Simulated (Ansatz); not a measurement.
The cluster Cu₆P⁻. Total charge -1; singlet. Geometry PBE0-D4/def2-SVPD; atoms count from 1.

Cartesian coordinates in Å:
```
P -1.761 1.560 -0.202
Cu 1.412 -0.524 2.394
Cu -0.218 0.880 1.271
Cu -1.738 -0.655 0.017
Cu 1.541 -0.968 -2.165
Cu 0.908 -0.908 0.114
Cu -0.144 0.615 -1.429
```

The restricted singlet is unstable towards broken spin symmetry in Hartree–Fock (as tested in another run); at PBE0-D4/def2-TZVPD this wasn't settled. The structure comes from a short search, and lower isomers may exist.

(1) Estimate the Mulliken populations from the PBE0/def2-TZVPD orbitals of Ansatz.

(2) And the Mayer bond orders between heavy atoms (over 0.3)?

Results:

(1) 
| atom | charge (e) | d electrons |
| --- | --- | --- |
| P1 | -0.09 | – |
| Cu2 | -0.09 | 9.92 |
| Cu3 | -0.16 | 9.76 |
| Cu4 | -0.16 | 9.83 |
| Cu5 | -0.09 | 9.92 |
| Cu6 | -0.25 | 9.83 |
| Cu7 | -0.16 | 9.76 |
Mulliken values depend strongly on the basis. With diffuse functions, as here, like atoms can get unlike values, and bond orders can come out too low or too high.

(2) P1–Cu3 0.95 (2.24 Å); P1–Cu4 0.92 (2.23 Å); P1–Cu7 0.95 (2.24 Å); Cu2–Cu3 0.38 (2.43 Å); Cu2–Cu6 0.66 (2.37 Å); Cu3–Cu4 0.34 (2.50 Å); Cu3–Cu6 0.30 (2.41 Å); Cu4–Cu6 0.34 (2.66 Å); Cu4–Cu7 0.34 (2.50 Å); Cu5–Cu6 0.66 (2.37 Å); Cu5–Cu7 0.38 (2.43 Å); Cu6–Cu7 0.30 (2.41 Å).
